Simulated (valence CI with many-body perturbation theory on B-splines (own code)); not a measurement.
## Forbidden lines of Sb⁴⁵⁺

Level of theory: relativistic CI+MBPT: four valence electrons over a frozen Dirac-Fock core [He], radial functions for each j: 11 s, 11 p, 10 d, 8 f, 5 g, 2 h, with the one-electron correlation potential Σ1 (screened to all orders), the two-electron term Σ2, the three-electron term Σ3, Breit, model QED; selected single and double excitations, second order for the rest, scaled by the run's own slope (own B-spline code, finite nucleus).

No measured spectrum was set against this ion. As an estimate, large intervals hold to a few tenths of a per cent, small ones and those within an open d or f shell to about a per cent. Among the levels kept, up to 840 cm⁻¹ of a level comes from second order outside the variational space, and about a tenth of that is noise between levels of different J, which matters for small intervals.

Lines 51 to 67 of 67 in falling wavelength, among levels below 5519.7 eV, chosen from the decays that carry over 1 % of a level's rate. Wavelengths and rates use the calculated energies. Electric multipoles are in the length gauge with retardation, E1 and E2 with the static RPA response of the core. Weak lines are less certain than strong ones. Lines between different terms over intervals too small for the method are left out, as are lines whose strength nearly cancels. The highest levels of a list are the least certain.

Levels are named by their leading jj configuration (3d3/2^4 stands for four electrons in 3d with j = 3/2), which in mixed levels can hold well under half, so a name can repeat and another be missing. Letters in brackets count levels of one name in rising energy.

| λ vac (nm) | Upper | Lower | Type | A (s⁻¹) | Branch % |
| --- | --- | --- | --- | --- | --- |
| 0.2602 | (2p1/2 2p3/2^2 3d5/2) J=3 | (2s 2p1/2 2p3/2^2) J=1 [a] | E2 | 2.96e+11 | 2.0 |
| 0.2577 | (2p1/2 2p3/2^2 3d3/2) J=4 | (2s 2p1/2 2p3/2^2) J=3 | E2 | 1.84e+11 | 12.9 |
| 0.2576 | (2p1/2 2p3/2^2 3d5/2) J=4 | (2s 2p1/2 2p3/2^2) J=3 | E2 | 1.40e+11 | 10.1 |
| 0.2575 | (2p1/2^2 2p3/2 3d3/2) J=2 | (2s 2p1/2^2 2p3/2) J=2 | E2 | 4.04e+11 | 2.0 |
| 0.2573 | (2s 2p3/2^2 3p1/2) J=0 | (2s 2p1/2^2 2p3/2) J=2 | E2 | 4.77e+10 | 6.5 |
| 0.2572 | (2p1/2^2 2p3/2 3d3/2) J=3 | (2s 2p1/2^2 2p3/2) J=2 | E2 | 5.13e+11 | 12.6 |
| 0.2570 | (2p1/2 2p3/2^2 3d3/2) J=1 | (2s 2p1/2 2p3/2^2) J=2 [a] | E2 | 5.95e+11 | 1.5 |
| 0.2569 | (2p1/2^2 2p3/2 3d3/2) J=0 | (2s 2p1/2^2 2p3/2) J=2 | E2 | 7.19e+11 | 18.2 |
| 0.2569 | (2s 2p3/2^2 3d5/2) J=2 [b] | (2s^2 2p3/2^2) J=0 | E2 | 9.77e+11 | 2.1 |
| 0.2569 | (2p1/2 2p3/2^2 3d3/2) J=2 | (2s 2p1/2 2p3/2^2) J=2 [a] | E2 | 5.96e+11 | 1.6 |
| 0.2568 | (2p1/2 2p3/2^2 3d3/2) J=0 | (2s 2p1/2 2p3/2^2) J=2 [a] | E2 | 6.15e+11 | 1.2 |
| 0.2562 | (2p1/2^2 2p3/2 3d5/2) J=4 | (2s 2p1/2^2 2p3/2) J=2 | E2 | 7.74e+11 | 68.7 |
| 0.2560 | (2p1/2 2p3/2^2 3d3/2) J=4 | (2s 2p1/2 2p3/2^2) J=2 [a] | E2 | 5.11e+11 | 35.8 |
| 0.2559 | (2p1/2 2p3/2^2 3d5/2) J=4 | (2s 2p1/2 2p3/2^2) J=2 [a] | E2 | 2.59e+11 | 18.7 |
| 0.2558 | (2p1/2 2p3/2^2 3d5/2) J=3 | (2s 2p1/2 2p3/2^2) J=2 [a] | E2 | 3.37e+11 | 2.3 |
| 0.2556 | (2s 2p3/2^2 3d5/2) J=4 [b] | (2s^2 2p3/2^2) J=2 | E2 | 7.86e+11 | 17.8 |
| 0.2554 | (2s 2p3/2^2 3d5/2) J=3 [b] | (2s^2 2p3/2^2) J=2 | E2 | 3.25e+11 | 2.4 |
